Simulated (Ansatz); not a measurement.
A made-up structure of SiHIO, closed shell:

```
4
angstrom
O -0.2432 0.0867 -0.0412
Si -1.6168 -0.3416 0.4250
I 1.5229 -0.8203 0.4693
H -0.0582 0.8351 -0.6300
```

It is relaxed with PBE-D4/def2-SVP and then PBE0-D4/def2-TZVP (Ansatz 0.2.0). Atoms count as bonded within 1.22 times the sum of their covalent radii (H–H: 0.88 Å). The end point is not checked to be a true minimum.

**Question.** Does its bonding change? (A judgement: the text doesn't fix the answer.)

**Answer.** The calculation gives: Yes. Formed: I3–H4; broken: O1–I3, O1–H4.

Where it ends: The first stage lowers the energy by 4.26 eV in 19 steps. It ends as a complex of SiO + HI:
O1  (-1.078, 0.033, 0.077)
Si2  (-2.565, 0.296, 0.040)
I3  (2.434, -0.374, 0.042)
H4  (0.814, -0.195, 0.064)
(Å)

For scale, one of the runs: PBE0-D4/def2-TZVP relaxation, 124 basis functions, launched by `ansatz run in.yaml --threads 2 --pin off --events-out ev --progress --plain --max-ram 4352MiB`. Hardware: 2 CPU threads of an Arm Neoverse V2, shared host. Wall time about 33 s.
